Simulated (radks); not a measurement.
Excited configurations of Ti3+: one electron is placed in a higher orbital outside [Ar]. The ground configuration is [Ar] 3d1. Method: non-relativistic Kohn-Sham, PBEsol, spin-unpolarised, spherical densities, point nucleus; computed with a radial shooting solver on a logarithmic mesh with Libxc functionals. Excitation = E - E(ground); binding = E(ion) - E, where the ion is the core of charge +4; n* = 4/sqrt(2 binding) in atomic units, and the quantum defect is n - n*.

4s: excitation (eV) 10.560; binding (eV) 32.899; quantum defect 1.428; <r> (bohr) 2.544
4p: excitation (eV) 16.228; binding (eV) 27.231; quantum defect 1.173; <r> (bohr) 2.844
4f: excitation (eV) 29.591; binding (eV) 13.868; quantum defect 0.038; <r> (bohr) 4.309
5s: excitation (eV) 26.258; binding (eV) 17.202; quantum defect 1.443; <r> (bohr) 4.838
5f: excitation (eV) 34.264; binding (eV) 9.196; quantum defect 0.135; <r> (bohr) 7.419
6s: excitation (eV) 32.877; binding (eV) 10.583; quantum defect 1.465; <r> (bohr) 7.843
6p: excitation (eV) 33.956; binding (eV) 9.504; quantum defect 1.214; <r> (bohr) 8.514
6d: excitation (eV) 35.671; binding (eV) 7.788; quantum defect 0.713; <r> (bohr) 9.947
7s: excitation (eV) 36.282; binding (eV) 7.178; quantum defect 1.493; <r> (bohr) 11.58
7p: excitation (eV) 36.891; binding (eV) 6.568; quantum defect 1.243; <r> (bohr) 12.43
7d: excitation (eV) 37.887; binding (eV) 5.572; quantum defect 0.750; <r> (bohr) 14.22

The Delta-SCF ionisation energy is 43.459 eV (NIST Atomic Spectra Database: 43.267 eV, measured). Self-interaction in the functional shifts the binding energies and quantum defects, so they are the method's values and not measured ones. Spin polarisation and multiplet splitting are left out, so open shells lie too high by an amount that depends on their filling.

Beside tabulated values, note that spin-unpolarised runs miss the spin-polarisation part of the exchange energy of open shells.
